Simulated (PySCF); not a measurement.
C₁₁H₇FO.
Geometry (PBE0-D3(BJ)/def2-SVP, Å), atoms numbered from 1 in this order:
```xyz
20
C11H7FO angstrom
O      4.3720   -0.4553   -0.4670
C      3.4586    0.3025   -0.4578
F      3.6624    1.6147   -0.6591
C      2.0363   -0.0206   -0.2404
C      1.6952   -1.3779   -0.0013
C      0.3871   -1.7288    0.2084
C     -0.6441   -0.7512    0.1891
C     -2.0048   -1.0843    0.4025
C     -2.9783   -0.1124    0.3763
C     -2.6380    1.2389    0.1348
C     -1.3268    1.5946   -0.0755
C     -0.2999    0.6156   -0.0539
C      1.0576    0.9532   -0.2656
H      2.4957   -2.1197    0.0110
H      0.1195   -2.7718    0.3942
H     -2.2686   -2.1283    0.5889
H     -4.0236   -0.3831    0.5425
H     -3.4220    1.9990    0.1161
H     -1.0563    2.6369   -0.2627
H      1.3296    1.9938   -0.4505
```

Theory: PBE0-D3(BJ)/def2-SVP geometry optimisation, gas phase (PySCF).

Masses are those of the commonest isotopes; rigid-rotor values at the optimised geometry. The values belong to one conformer with, in the numbering `[O:1]=[C:2]([F:3])[c:4]1[cH:5][cH:6][c:7]2[cH:8][cH:9][cH:10][cH:11][c:12]2[cH:13]1`, O1–C2–C4–C5 1°.

Q: What are A, B and C (MHz)?

A: Ia = 232.18, Ib = 1048.26, Ic = 1280.43 u·Å²; 505379 MHz·u·Å²/I gives A = 2177, B = 482.1, C = 394.7 MHz.

Q: What kind of rotor is it?

A: A near-prolate asymmetric top; Ray's κ = -0.902.

Q: Is it planar, by Δ = Ic − Ia − Ib?

A: Planar: Δ = Ic − Ia − Ib = -0.01 u·Å². For a rigid frame Δ = −2 Σ m c², so it vanishes when all atoms lie in the ab plane; here none is more than 0.01 Å from it.

Q: Which lines would a microwave search look for?

A: The dipole components are |μa| = 4.27 D, |μb| = 0.13 D, |μc| = 0.00 D; the mirror of this Cs structure is the ab plane, so μc vanishes by symmetry (the 0.01 D computed is a residue) and there are no c-type lines. Intensities carry the squares of the components, which stand as 1.00 : 0.00 (a : b). Some lines, for components of 0.1 D or more:

| type | branch | J(Ka,Kc) | MHz | lower level (cm⁻¹) |
| --- | --- | --- | --- | --- |
| b | R | 3(0,3) ← 2(1,2) | 1007 | 0.141 |
| a | R | 3(1,3) ← 2(1,2) | 2497 | 0.141 |
| a | R | 3(0,3) ← 2(0,2) | 2617 | 0.088 |
| a | R | 3(2,1) ← 2(2,0) | 2644 | 0.320 |
| a | R | 3(1,2) ← 2(1,1) | 2759 | 0.150 |
| b | R | 2(1,2) ← 1(0,1) | 3361 | 0.029 |
| a | R | 4(0,4) ← 3(0,3) | 3475 | 0.175 |
| b | R | 4(1,4) ← 3(0,3) | 4816 | 0.175 |
| b | Q | 2(2,1) ← 2(1,2) | 5346 | 0.141 |
| b | R | 4(2,3) ← 3(1,2) | 8459 | 0.242 |
| b | Q | 3(3,0) ← 3(2,1) | 8677 | 0.408 |
| b | Q | 4(3,2) ← 4(2,3) | 8702 | 0.524 |
| b | R | 4(2,2) ← 3(1,3) | 9033 | 0.225 |
| b | Q | 4(4,1) ← 4(3,2) | 12162 | 0.815 |
| b | R | 4(3,2) ← 3(2,1) | 12190 | 0.408 |
| b | R | 4(3,1) ← 3(2,2) | 12207 | 0.407 |

No PBE0-D3(BJ)/def2-SVP frequencies stand behind this structure, so it isn't proved a minimum. Constants of a rigid frame at the computed geometry: no zero-point averaging, no centrifugal distortion.
